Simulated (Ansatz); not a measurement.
`[F][Sc]([Cl])[O][SiH3]` + `O[Si]O[SiH3]` → `[SiH3]O[Si]O[SiH3]` + `[OH][Sc]([F])[Cl]`  (ligand exchange at the Si–O bond)

Program: Ansatz. Geometries: PBE0-D4/def2-TZVP. ΔE: electronic, gas phase. CCSD(T)/CBS is the MP2 limit (def2-TZVPP, def2-QZVPP) plus CCSD(T) − MP2 in def2-TZVPP, frozen cores. This one scheme is used for every species. Functionals use def2-TZVPP. For Sc outer-core shells are correlated without core-valence functions, which leaves a few kJ/mol of doubt a bond. Scalar relativity is left out up to krypton. Each species was taken in one conformer, which may not be the lowest.

Question: Is it downhill or uphill in electronic energy at CCSD(T)/CBS, and by how much? (Best estimate.)

Answer: Ansatz gave: Uphill: ΔE = +3.8 kcal/mol.

Question: What do these levels give: ωB97M-V, B2PLYP, revPBE, BLYP, PBE0, CCSD/CBS(def2)? (An estimate is asked.)

Answer: The calculation gave: ωB97M-V 3.1, B2PLYP 3.3, revPBE 3.9, BLYP 3.4, PBE0 3.5, CCSD/CBS(def2) 3.7 kcal/mol.

Largest T1 diagnostic among the species: 0.016.

Leaving LDA and LC-ωPBE aside and taking each functional with its dispersion term where it has one, the values, not all of them listed here, spread over 1.1 kcal/mol, from BHLYP-D4 to B97M-V. At CCSD(T), def2-SVP lies +1.2 kcal/mol from the extrapolated value and def2-TZVPP −0.2 kcal/mol.
